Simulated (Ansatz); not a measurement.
`F[SiH]1C[SiH2]N1` + H₂S → `S[SiH]1C[SiH2]N1` + H–F at 600 K and 1 bar (ligand exchange at the Si–F bond).

Computed with Ansatz on PBE0-D4/def2-TZVP structures; ΔE is electronic, products minus reactants. CCSD(T)/CBS adds triple-zeta CCSD(T) − MP2 to the extrapolated MP2 energy (def2 sets, frozen cores). This one scheme is used for every species. Each species was taken in one conformer, which may not be the lowest.

```json
{"species": "`F[SiH]1C[SiH2]N1`", "CCSD(T)/CBS energy (Eh)": "-774.44800", "H − E (kJ/mol)": "253.1", "S (J/(mol·K))": "426.2"}
{"species": "H₂S", "CCSD(T)/CBS energy (Eh)": "-398.97279", "H − E (kJ/mol)": "60.8", "S (J/(mol·K))": "230.9"}
{"species": "`S[SiH]1C[SiH2]N1`", "CCSD(T)/CBS energy (Eh)": "-1072.99387", "H − E (kJ/mol)": "278.9", "S (J/(mol·K))": "461.3"}
{"species": "H–F", "CCSD(T)/CBS energy (Eh)": "-100.39570", "H − E (kJ/mol)": "42.3", "S (J/(mol·K))": "194.0"}
```

H − E and S are ideal-gas, rigid-rotor, harmonic terms from PBE0-D4/def2-TZVP, for one conformer and one mirror image of each species. 1 Eh = 2625.50 kJ/mol, R = 8.31446 J/(mol·K).

Problem. By hand: ΔE, ΔH, ΔS and ΔG.

Solution. ΔE = (-1072.99387) + (-100.39570) − (-774.44800) − (-398.97279) = 0.03122 Eh = 82.0 kJ/mol. Δ(H − E) = 278.9 + 42.3 − 253.1 − 60.8 = 7.3, so ΔH = 89.3 kJ/mol. ΔS = 461.3 + 194.0 − 426.2 − 230.9 = -1.8 J/(mol·K). ΔG = 89.3 − 600 × (-1.8)/1000 = 90.4 kJ/mol.

Problem. By hand: the equilibrium constant, and the temperature at which ΔG would vanish if ΔH and ΔS stayed fixed.

Solution. log₁₀ K = −ΔG/(RT ln 10) = -7.9. ΔH and −TΔS have one sign here, so there is no such temperature. One of them is within its doubt of zero, so this could turn.

The number of gas molecules stays the same, so ΔS is small and ΔH decides. A doubt of 5 kJ/mol in ΔE shifts log₁₀ K by 0.4 here. Other conformers and mirror images would add mixing entropy, several J/(mol·K) or more a flexible species. These are equilibria of isolated gas molecules and say nothing of rates. Largest T1 diagnostic: 0.012 (customary marks: 0.02 for closed shells, 0.045 for open ones).
